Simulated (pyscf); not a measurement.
Single points on ωB97X-D3(BJ)/def2-SVP structures (PySCF, gas phase). Correlated levels are frozen-core, on RHF or UHF. ΔMP2 is the change of the MP2 total energy from the triple- to the quadruple-zeta basis.

Q: [H₂P–InH]• (SMILES [PH2][InH]) → •HP–InH₂ (SMILES [PH][InH2])
Surface: doublet. Broken: H–P. Formed: H–In. Give ΔE‡ and ΔE from CCSD(T)/def2-TZVPP + ΔMP2(QZVPP), relative to the reactant's lowest minimum found.

A: ΔE‡ = 1.62 eV, ΔE = +0.59 eV. Zero-point energy shifts the barrier by -0.09 eV. It is a hydrogen shift, with an imaginary mode of 1512i cm⁻¹. This is the saddle that the search found; another between the same sides may lie lower. The CCSD(T) − MP2 part came from Ansatz, without density fitting, on the same reference. The frozen core leaves the outer d or s,p core shells of the metals and heavy elements correlated in the MP2 and CC values, and def2-TZVPP describes them poorly, which can shift differences by a few kcal/mol. Elements past Kr carry the def2 core potentials, without spin-orbit coupling.
